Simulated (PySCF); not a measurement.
# From orbital energies to the Hartree-Fock energy

System: ethylene (C₂H₄), singlet, geometry from GFN2-xTB. Level: PySCF with DF-HF/aug-cc-pVDZ. Sums are taken with unrounded values, so a last digit can differ.

Occupied orbital energies (Eh, each doubly occupied): -11.23563, -11.23380, -1.04153, -0.79512, -0.64502, -0.59332, -0.50436, -0.38042. One-electron energy -170.56177 Eh, nuclear repulsion 33.66652 Eh.

Task: Work out the total energy, and say why twice the sum of orbital energies isn't the electronic energy.

Result: Twice the sum of the occupied levels is -52.85838 Eh. It holds the one-electron energy once and the electron-electron energy twice, since each pair is counted from both sides: 2Σε = E1 + 2 E2. So E2 = (-52.85838 - (-170.56177))/2 = 58.85170 Eh, and E = E1 + E2 + E_nuc = -78.04356 Eh. PySCF's converged energy is -78.04356 Eh.
